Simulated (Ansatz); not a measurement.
`O[SiH](O)O[SiH](O)F` + CH₃NH₂ → `CN[SiH](O)O` + `O[SiH](O)F`  (ligand exchange at the Si–O bond)

Program: Ansatz. Geometries: PBE0-D4/def2-TZVP. ΔE: electronic, gas phase. CBS: MP2 limit from def2 TZ/QZ plus the TZ coupled-cluster correction, frozen cores. This one scheme is used for every species. DFT in def2-TZVPP. B3LYP here is the variant with VWN-RPA as its local correlation; programs differ in this. Each species was taken in one conformer, which may not be the lowest.

| level | ΔE (kJ/mol) | difference from CCSD(T)/CBS |
| --- | --- | --- |
| r2SCAN-D4 | 65.8 | 0.2 |
| B3LYP-D4 | 67.2 | 1.6 |
| ωB97X-V | 65.3 | -0.3 |
| ωB97M-V | 64.9 | -0.7 |
| B2PLYP | 66.4 | 0.8 |
| r2SCAN | 65.4 | -0.2 |
| PBE0 | 61.1 | -4.5 |
| B3LYP | 66.0 | 0.4 |
| HF/def2-TZVPP | 76.2 | 10.6 |
| MP2/def2-TZVPP | 63.9 | -1.7 |
| SCS-MP2/def2-TZVPP | 66.4 | 0.8 |
| CCSD/def2-TZVPP | 67.3 | 1.7 |
| CCSD(T)/def2-TZVPP | 66.1 | 0.5 |
| HF/def2-QZVPP | 77.5 | 11.9 |
| MP2/def2-QZVPP | 64.1 | -1.5 |
| MP2/CBS(def2) | 63.4 | -2.2 |
| CCSD(T)/CBS | 65.6 | 0 |

Largest T1 diagnostic among the species: 0.012.

From PBE to PBE0 (25 % exact exchange), in def2-TZVPP and without D4, ΔE moves by +3.0 kJ/mol. In def2-TZVPP, CCSD(T) changes the Hartree–Fock value by −10.1 kJ/mol (the triples alone add −1.2 kJ/mol) and MP2 by −12.3 kJ/mol.
